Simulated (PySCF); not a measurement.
**Computed vibrations of BiOF**

BiOF (singlet). PySCF 2.14.0, RKS PBE0, Bi def2-SVP with ECP60, O def2-SVP, F def2-SVP; non-relativistic Hamiltonian with scalar-relativistic core potentials where named; density fitting; no spin-orbit coupling. Central differences of gradients.

```xyz
3

Bi    0.0270    0.0000   -0.1792
O     1.5068    0.0000    1.0319
F    -1.5657    0.0000    1.1024
```

Run from Python with OMP_NUM_THREADS=2. Where DIIS fails, smearing, a level shift and second-order steps follow.
It took 8.4 s on 2 threads of Arm Neoverse V1, on a shared host.

Q: What are the harmonic wavenumbers and infrared intensities?

A: Modes are labelled in Cs; negative numbers are unstable modes, those under 60 cm⁻¹ near the noise; a finer grid moves soft modes by up to 10 cm⁻¹.
| cm⁻¹ | km/mol | symmetry |
| --- | --- | --- |
| 206 | 16.4 | a' |
| 573 | 69.7 | a' |
| 805 | 32.4 | a' |

Q: Is this a minimum?

A: Yes. Ideal gas at 298.15 K and 1 bar: S = 292.1 J/(mol K), Cp = 48.2 J/(mol K), H − H(0 K) = 12.0 kJ/mol (rigid rotor, harmonic modes, spin degeneracy alone).
